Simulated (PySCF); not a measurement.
Ethyl bromide, C2H5Br, SMILES CCBr, point group Cs.

Level: B3LYP/pcSseg-1 in PySCF (density fitting, grid level 2); geometry and Hessian at that level, cubic constants and property derivatives from steps of ±0.6 along each species' dimensionless normal coordinates, second-order vibrational perturbation theory. The parent has the commonest isotopes.

Equilibrium geometry (Å):

```csv
atom,x,y,z
C1,-0.7965,0.1444,-0.0851
C2,0.6381,-0.2809,0.1472
Br3,1.9271,1.0126,-0.6198
H4,-1.0227,0.2198,-1.1531
H5,-1.0063,1.1125,0.3800
H6,-1.4716,-0.6012,0.3564
H7,0.8923,-0.3376,1.2061
H8,0.8759,-1.2321,-0.3300
```

Species: ¹³C at 2. Output of the displacement run:

```
mode    cm-1    km/mol   phi_rrr   E(+)/cm-1  E(-)/cm-1
  1    262.74     0.00       4.1      63.41      63.79
  2    284.94     2.50     -35.2      50.24      52.77
  3    537.00    16.69    -150.3      91.57     102.39
  4    777.73     4.63      -2.1     141.86     141.70
  5    964.96    17.64    -160.3     168.19     179.73
  6   1031.62     0.00       1.0     186.20     186.63
  7   1064.07     0.51    -124.9     187.28     196.27
  8   1259.94     0.49      -0.9     227.23     226.91
  9   1269.19    51.55     -46.0     227.51     230.86
 10   1406.03     6.04    -108.1     249.52     257.33
 11   1474.76    13.18       0.7     265.51     265.50
 12   1478.79     2.13    -106.6     262.51     270.22
 13   1491.76     3.88      76.4     271.36     265.84
 14   3019.26    17.69   -1222.7     501.84     589.71
 15   3079.22     2.20     909.8     588.57     523.15
 16   3093.67    20.45     -50.8     556.24     559.90
 17   3110.44     4.82      -2.3     561.86     562.20
 18   3141.93     9.11      -7.4     567.37     567.99
```

For the shielding of C1 (σe = 157.59 ppm):

```csv
mode,ω (cm⁻¹),Σr φrrs (cm⁻¹),∂σ/∂q,∂²σ/∂q²
1,263,13,0.006,-7.188
2,285,-126,0.963,-0.930
3,537,-320,-0.711,-0.586
4,778,-5,0.000,-1.528
5,965,-332,-0.906,-1.270
6,1032,7,0.009,-0.526
7,1064,-443,-2.176,-0.360
8,1260,-4,0.018,-0.009
9,1269,42,1.722,-0.242
10,1406,131,-3.902,0.761
11,1475,3,0.043,-0.124
12,1479,69,-2.364,-0.440
13,1492,-76,0.200,0.080
14,3019,-112,-10.984,-1.049
15,3079,1115,3.647,-0.657
16,3094,-400,2.722,-1.715
17,3110,-2,-0.004,-1.862
18,3142,-5,-0.001,-0.450
```

Problem. Work out the zero-point average of this shielding.

Solution. With ⟨qs⟩ = −Σr φrrs/(4ωs) and ⟨qs²⟩ = 1/2: the mean displacements are -0.012, 0.110, 0.149, 0.002, 0.086, -0.002, 0.104, 0.001, -0.008, -0.023, 0.000, -0.012, 0.013, 0.009, -0.091, 0.032, 0.000, 0.000. The anharmonic term Σ (∂σ/∂q)⟨q⟩ is -0.54 ppm, the harmonic term ¼ Σ ∂²σ/∂q² is -4.52 ppm, so ⟨σ⟩ = 152.53 ppm.

Internal rotors are held in one well. Spin–orbit effects of the heavy atoms on shieldings are missing.
